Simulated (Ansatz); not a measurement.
Cartesian coordinates in Å:
```
C 1.4844 -0.2643 -0.3544
C 0.0752 0.2082 -0.7243
C -0.6603 -0.8927 -1.4941
C 0.1511 1.4694 -1.5716
C -0.6861 0.5057 0.5604
O -1.1411 1.5921 0.8162
C -0.8314 -0.6112 1.5850
C -0.0375 -0.2579 2.8187
O 0.7744 -0.9835 3.3189
H 2.0426 -0.4855 -1.2674
H 2.0298 0.5092 0.1918
H 1.4761 -1.1685 0.2574
H -1.6797 -0.5881 -1.7435
H -0.7083 -1.8298 -0.9363
H -0.1324 -1.0930 -2.4297
H -0.8447 1.8291 -1.8349
H 0.6591 2.2733 -1.0371
H 0.7009 1.2628 -2.4928
H -1.8879 -0.6274 1.8723
H -0.5282 -1.5944 1.2326
H -0.2560 0.7466 3.2328
```

Total charge 0; spin multiplicity 1.

Problem. List the CAM-B3LYP/def2-TZVPP orbital energies in eV (Ansatz 0.2.0). (An estimate is asked.)

Solution. Ansatz gave: Occupied: -522.79, -522.59, -281.67, -281.67, -279.64, -279.51, -279.01, -278.93, -278.58, -31.34, -31.18, -25.25, -23.62, -21.44, -21.18, -19.55, -18.15, -16.50, -15.79, -15.17, -14.95, -14.55, -14.25, -13.89, -13.37, -12.92, -12.69, -12.53, -12.23, -12.08, -11.83, -11.17, -11.14, -9.43, -8.76. Lowest empty: -0.04, 0.80, 1.65, 2.66, 2.79, 2.98, 3.18, 3.34.
